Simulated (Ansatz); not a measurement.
`BrB1C[SiH2]1` + CH₄ → `CB1C[SiH2]1` + HBr  (formal exchange of groups at a B–Br bond)

Calculated with Ansatz (gas phase, PBE0-D4/def2-TZVP geometries, no zero-point term in ΔE). CCSD(T)/CBS adds triple-zeta CCSD(T) − MP2 to the extrapolated MP2 energy (def2 sets, frozen cores). This one scheme is used for every species. DFT in def2-TZVPP. B3LYP here is the variant with VWN-RPA as its local correlation; programs differ in this. HSE06 is defined as in plane-wave codes. For Br outer-core shells are correlated without core-valence functions, which leaves a few kJ/mol of doubt a bond. Scalar relativity is left out up to krypton.

Task: Is it downhill or uphill in electronic energy at CCSD(T)/CBS, and by how much? (Estimate.)

Result: The calculation gave: Uphill: ΔE = +19.4 kcal/mol.

Task: What do these levels give: PBE0-D4, B3LYP-D4, r2SCANh-D4, HSE06-D4, CAM-B3LYP-D4, B2PLYP, PBE, r2SCAN, r2SCANh, BHLYP, CAM-B3LYP, HF/def2-SVP? (Best estimate.)

Result: The calculation gave: PBE0-D4 18.7, B3LYP-D4 18.9, r2SCANh-D4 19.3, HSE06-D4 18.8, CAM-B3LYP-D4 18.2, B2PLYP 19.5, PBE 18.7, r2SCAN 19.4, r2SCANh 19.3, BHLYP 18.8, CAM-B3LYP 18.1, HF/def2-SVP 19.2 kcal/mol.

Largest T1 diagnostic among the species: 0.013.

Leaving LDA and LC-ωPBE aside and taking each functional with its dispersion term where it has one, the values, not all of them listed here, spread over 1.4 kcal/mol, from CAM-B3LYP-D4 to PBE-QIDH. LDA lies −1.5 kcal/mol from PBE without D4.
